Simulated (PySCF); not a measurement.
phosphorus nitride (NP), SMILES N#P. Geometry: B3LYP-D3(BJ)/def2-TZVPD.

PySCF with TDDFT-PBE0/def2-TZVPD puts the lowest singlet excitations at 4.76, 5.04, 5.04, 5.17, 5.17, 7.75 eV.

Q: What are the lowest excitation roots from ADC(3)/aug-cc-pVDZ run with PySCF 2.14.0? (The exact figures need the calculation; the answer reports its results.)

A: 4.92, 5.12, 5.12, 5.14, 5.14, 6.93 eV. S1 differs by 0.16 eV (second minus first; roots are paired by order, and the bases may differ).
